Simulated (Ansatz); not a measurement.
Reading a saddle point

A first-order saddle point of SiHCl4F, closed shell, PBE0-D4/def2-TZVP, with one imaginary mode of 643i cm⁻¹:

Si1  (-0.395, -0.174, -0.163)
Cl2  (1.985, -0.229, 0.017)
Cl3  (-0.267, -1.853, -1.367)
Cl4  (-1.516, -0.917, 1.362)
Cl5  (-1.252, 1.131, -1.464)
H6  (1.310, 0.845, 0.734)
F7  (0.135, 1.196, 0.881)
(Å)

Ansatz 0.2.0; basis: def2-TZVPP and def2-QZVPP; cores frozen in the correlated methods. Extrapolation: Hartree–Fock as exp(−7.88 √X), correlation as X^−2.97.

(1) Which contacts change along the imaginary mode, and what lies on either side? (A judgement: the text doesn't fix the answer.)

(2) Which side is lower, and how far does the saddle lie above each? (Judge from chemistry; the value comes from the calculation.)

No T1 diagnostic of these runs exceeds 0.011.

Answers

(1) The calculation gives: The step is SiCl₄ ([Cl][Si]([Cl])([Cl])[Cl]) + HF → SiCl₃F ([F][Si]([Cl])([Cl])[Cl]) + HCl, with the molecules in contact on both sides. Shortening one way: Si1–F7, Cl2–H6; lengthening the same way: Si1–Cl2, H6–F7.
```tsv
pair	one side (Å)	saddle (Å)	other side (Å)
Si1–F7	3.74	1.80	1.58
Cl2–H6	2.35	1.46	1.28
Si1–Cl2	2.04	2.39	4.47
H6–F7	0.93	1.23	2.17
```

(2) By the calculation: The side with Si1–F7, Cl2–H6 short is lower by 0.499 eV; the saddle lies 2.027 eV above it and 1.527 eV above the other (CCSD(T) at an estimated basis limit (MP2 extrapolated from triple and quadruple zeta, plus CCSD(T) − MP2 in triple zeta); electronic energies).

Labels in which every atom is bracketed show which atoms are joined, not bond orders.

For scale, one of the runs: CCSD(T)/def2-TZVPP, 255 basis functions, launched by `ansatz run in.yaml --threads 8 --pin off --events-out ev --progress --plain --max-ram 19148MiB`. Hardware: 8 CPU threads of an Arm Neoverse V1, shared host. Wall time 2.3 min; peak host memory 5.2 GiB.
